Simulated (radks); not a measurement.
Question: The mean radii <r> (bohr) of the occupied orbitals of an atom or ion are listed with their occupations. Method: scalar-relativistic Kohn-Sham, BLYP, spin-unpolarised, spherical densities, point nucleus; computed with a radial shooting solver on a logarithmic mesh with Libxc functionals.

orbital  occ.      <r>
1s          2  0.06355
2s          2   0.2932
2p          6   0.2599
3s          2   0.9018
3p          6   0.9659
4s          1    3.427
3d          5    1.520

Name the element and its charge.

Answer: Z = 24, chromium, charge 0: Cr in [Ar] 3d5 4s1. The 1s radius gives Z: for a bare nucleus <r> = (2 gamma + 1)/(2Z) with gamma = sqrt(1 - (Z/c)^2), 0.06186 bohr for Z = 24, and screening makes it slightly larger (0.06355 here). The occupations add up to 24, and the charge is Z minus that.
